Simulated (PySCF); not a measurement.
PySCF 2.14 output of an unrestricted r2SCAN calculation on a single atom or ion in aug-cc-pVTZ-DK (9s8p6d3f2g, 102 functions), with scalar relativity by spin-free X2C-1e:

```
SCF conv_tol = 1e-09
number electrons alpha = 22  beta = 18
    J. W. Furness, A. D. Kaplan, J. Ning, J. P. Perdew, and J. Sun.,  J. Phys. Chem. Lett. 11, 8208-8215 (2020)
    J. W. Furness, A. D. Kaplan, J. Ning, J. P. Perdew, and J. Sun.,  J. Phys. Chem. Lett. 11, 9248-9248 (2020)
    J. W. Furness, A. D. Kaplan, J. Ning, J. P. Perdew, and J. Sun.,  J. Phys. Chem. Lett. 11, 8208-8215 (2020)
    J. W. Furness, A. D. Kaplan, J. Ning, J. P. Perdew, and J. Sun.,  J. Phys. Chem. Lett. 11, 9248-9248 (2020)
cycle= 1 E= -3598.14554387892  delta_E= -0.00922  |g|= 0.0355  |ddm|= 0.686
cycle= 2 E= -3598.14572443742  delta_E= -0.000181  |g|= 0.00945  |ddm|= 0.12
cycle= 3 E= -3598.14575071733  delta_E= -2.63e-05  |g|= 0.00619  |ddm|= 0.0237
cycle= 4 E= -3598.14576853397  delta_E= -1.78e-05  |g|= 0.000258  |ddm|= 0.0143
cycle= 5 E= -3598.14576859575  delta_E= -6.18e-08  |g|= 7.75e-05  |ddm|= 0.00387
cycle= 6 E= -3598.14576859984  delta_E= -4.09e-09  |g|= 4.63e-06  |ddm|= 0.000203
cycle= 7 E= -3598.14576859986  delta_E= -1.86e-11  |g|= 3.76e-08  |ddm|= 2.63e-05
converged SCF energy = -3598.14576859986  <S^2> = 6.002721  2S+1 = 5.0010883
```

The run itself started from symmetry-adapted Hartree-Fock orbitals and held the occupation by maximum overlap, on a logarithmic radial grid, so the iterations belong to that start.

Which element, charge and spin multiplicity is this?

Zr (zirconium, neutral), multiplicity 5; the state was [Kr] 4d3 5s1, high-spin 5F determinant (an excited configuration).
